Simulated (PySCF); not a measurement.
C₂H₃Cl₂FSi.

```xyz
9

C     -2.7703    -0.2367     0.0000
C     -1.5795    -0.8469     0.0000
Si    -0.0194     0.1215     0.0000
F     -0.3862     1.6931     0.0000
Cl     1.1158    -0.2514     1.6588
Cl     1.1158    -0.2514    -1.6588
H     -2.8562     0.8548     0.0000
H     -3.7082    -0.8020     0.0000
H     -1.5270    -1.9419     0.0000
```
Charge 0, spin multiplicity 1.

Geometry: PBE0-D3(BJ)/def2-SVP. One conformer was computed; it need not be the lowest.

Level of theory: PBE/pcSseg-1 in PySCF. Non-relativistic, no solvent.

Question: Give the absolute GIAO shielding of each atom: isotropic value and principal components (ppm). (An estimate is asked for; the answer gives what the named calculation found.)

Answer: 
```json
[
 {"atom": "C1", "σ(iso)": "34.4", "σ11": "-85.4", "σ22": "24.4", "σ33": "164.1", "span": "249.5"},
 {"atom": "C2", "σ(iso)": "43.3", "σ11": "-65.5", "σ22": "41.6", "σ33": "153.9", "span": "219.3"},
 {"atom": "Si3", "σ(iso)": "334.8", "σ11": "322.9", "σ22": "330.7", "σ33": "350.8", "span": "27.9"},
 {"atom": "F4", "σ(iso)": "282.8", "σ11": "224.0", "σ22": "296.3", "σ33": "328.2", "span": "104.1"},
 {"atom": "Cl5", "σ(iso)": "801.4", "σ11": "678.0", "σ22": "754.3", "σ33": "971.9", "span": "293.8"},
 {"atom": "Cl6", "σ(iso)": "801.4", "σ11": "678.0", "σ22": "754.3", "σ33": "971.9", "span": "293.8"},
 {"atom": "H7", "σ(iso)": "24.8", "σ11": "20.7", "σ22": "23.6", "σ33": "30.1", "span": "9.4"},
 {"atom": "H8", "σ(iso)": "24.8", "σ11": "22.0", "σ22": "24.3", "σ33": "28.0", "span": "6.0"},
 {"atom": "H9", "σ(iso)": "25.2", "σ11": "23.0", "σ22": "24.6", "σ33": "27.9", "span": "4.9"}
]
```
